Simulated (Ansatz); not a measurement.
Reaction (ligand exchange at a Te–C bond): `OC(F)(Cl)[TeH]` + PH₃ → `P[TeH]` + `OC(F)Cl`

Gas-phase electronic energies from Ansatz, PBE0-D4/def2-TZVP geometries. CCSD(T)/CBS adds triple-zeta CCSD(T) − MP2 to the extrapolated MP2 energy (def2 sets, frozen cores). This one scheme is used for every species. Functionals use def2-TZVPP. B3LYP here is the variant with VWN-RPA as its local correlation; programs differ in this. Elements past krypton have def2 core potentials. For Te outer-core shells are correlated without core-valence functions, which leaves a few kJ/mol of doubt a bond. One conformer a species, not always the lowest.

```tsv
level	ΔE (kJ/mol)
B3LYP-D4	-99.7
r2SCANh-D4	-103.0
r2SCAN0-D4	-107.5
PBE	-101.2
revPBE	-104.2
BLYP	-100.0
RPA@PBE/def2-TZVPP	-90.6
SCS-MP2/def2-QZVPP	-99.4
```

**Question.** What does CCSD(T)/CBS give? (Best estimate.)

**Answer.** The calculation gave: -98.1 kJ/mol. The listed levels differ from it by -1.6, -4.9, -9.4, -3.1, -6.1, -1.9, 7.5, -1.3 kJ/mol.

Largest T1 diagnostic among the species: 0.013.

Leaving LDA and LC-ωPBE aside and taking each functional with its dispersion term where it has one, the values, not all of them listed here, spread over 15.9 kJ/mol, from BHLYP-D4 to BLYP-D4. LDA lies +8.7 kJ/mol from PBE without D4. The D4 term adds +5.9 kJ/mol with B3LYP and +3.1 kJ/mol with PBE0; it sums over pairs of atoms, weighted by their polarisabilities, and B3LYP, whose exchange is more repulsive, gets the larger term. From r2SCAN to r2SCAN0 (25 % exact exchange), in def2-TZVPP and without D4, ΔE moves by −7.8 kJ/mol.

CCSD(T)/CBS has its own doubt, a few kJ/mol and more with outer-core shells, so smaller differences from it don't rank the levels.
